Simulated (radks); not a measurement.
Values are calculated unless marked as measured or tabulated.
Polarisability of the zinc ion Zn2+, [Ar] 3d10, at imaginary frequency. Level of theory: scalar-relativistic Kohn-Sham, LB94 model potential, spin-unpolarised, spherical densities, finite nucleus; Fermi nuclear charge, rms radius 3.9283 fm (a radial shooting solver on a logarithmic mesh with Libxc functionals). Response by self-consistent Sternheimer equations with the Hartree and adiabatic LDA kernel, the relativistic mass of each level held fixed and spin-orbit coupling left out.

w (hartree),alpha1(iw) (bohr^3),alpha2(iw) (bohr^5)
0.00266,2.564,7.726
0.0143,2.564,7.720
0.0360,2.561,7.683
0.0697,2.551,7.568
0.118,2.527,7.299
0.186,2.475,6.792
0.280,2.376,6.024
0.413,2.206,5.091
0.605,1.952,4.147
0.892,1.625,3.272
1.35,1.254,2.448
2.12,0.8694,1.657
3.59,0.5066,0.9398
6.94,0.2178,0.3872
17.5,0.05151,0.08320

Static values: alpha1 = 2.564 bohr^3 (0.3800 angstrom^3; uncoupled 3.277), alpha2 = 7.727 bohr^5, alpha3 = 25.58 bohr^7. C6 = 6.856, C8 = 76.68, triple-dipole C9 = 11.66 atomic units. One-pole (London) frequency 4 C6 / (3 alpha1^2) = 1.390 hartree, against 1.496 for minus the highest occupied eigenvalue.
